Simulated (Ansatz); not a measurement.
Isolated molecules relaxed with PBE0-D4/def2-TZVP in Ansatz; ΔE leaves out vibrations. CCSD(T)/CBS is the MP2 limit (def2-TZVPP, def2-QZVPP) plus CCSD(T) − MP2 in def2-TZVPP, frozen cores. This one scheme is used for every species. DFT in def2-TZVPP. B3LYP here is the variant with VWN-RPA as its local correlation; programs differ in this. HSE06 is defined as in plane-wave codes. Each species was taken in one conformer, which may not be the lowest.

Reaction (substitution at a C–B bond): `B[C](=C)[AlH][F]` + HCl → `C=[C](Cl)[AlH][F]` + BH₃

```csv
level,ΔE (kcal/mol),difference from CCSD(T)/CBS
LDA (SPW92),19.2,0.7
revPBE-D4,17.1,-1.4
BLYP-D4,16.7,-1.8
r2SCAN-D4,17.8,-0.7
B97M-V,19.1,0.6
PBE0-D4,18.5,0.0
B3LYP-D4,17.6,-0.9
r2SCANh-D4,18.1,-0.4
r2SCAN0-D4,18.6,0.1
HSE06-D4,18.5,0.0
BHLYP-D4,18.4,-0.1
CAM-B3LYP-D4,18.1,-0.4
ωB97X-V,17.5,-1.0
ωB97M-V,18.3,-0.2
B2PLYP,18.1,-0.4
PBE-QIDH,18.9,0.4
PBE,17.7,-0.8
revPBE,17.1,-1.4
BLYP,16.9,-1.6
r2SCAN,17.8,-0.7
PBE0,18.5,0.0
B3LYP,17.8,-0.7
r2SCANh,18.1,-0.4
r2SCAN0,18.6,0.1
HSE06,18.5,0.0
CAM-B3LYP,18.2,-0.3
LC-ωPBE,18.2,-0.3
RPA@PBE/def2-TZVPP,18.1,-0.4
HF/def2-SVP,20.3,1.8
MP2/def2-SVP,20.0,1.5
CCSD/def2-SVP,19.8,1.3
CCSD(T)/def2-SVP,19.7,1.2
MP2/def2-TZVPP,18.6,0.1
SCS-MP2/def2-TZVPP,17.9,-0.6
CCSD(T)/def2-TZVPP,18.8,0.3
HF/def2-QZVPP,18.4,-0.1
MP2/def2-QZVPP,18.5,0.0
SCS-MP2/def2-QZVPP,17.8,-0.7
HF/CBS(def2),18.4,-0.1
MP2/CBS(def2),18.3,-0.2
CCSD(T)/CBS,18.5,0
```

Task: What do rigid-rotor, harmonic-oscillator terms from PBE0-D4/def2-TZVP frequencies (298.15 K, 1 bar) make of the CCSD(T)/CBS value? (Best estimate.)

Result: Ansatz gave: ΔZPE = -0.2 kcal/mol, ΔH = +18.1 kcal/mol, ΔS = -13 J/(mol·K), ΔG = +19.1 kcal/mol. Modes under 50 cm⁻¹ make the entropy rough.

Largest T1 diagnostic among the species: 0.012.

From BLYP to BHLYP (50 % exact exchange), in def2-TZVPP and without D4, ΔE moves by +1.7 kcal/mol. At CCSD(T), def2-SVP lies +1.2 kcal/mol from the extrapolated value and def2-TZVPP +0.3 kcal/mol. Leaving LDA and LC-ωPBE aside and taking each functional with its dispersion term where it has one, the values spread over 2.4 kcal/mol, from BLYP-D4 to B97M-V. LDA lies +1.4 kcal/mol from PBE without D4.
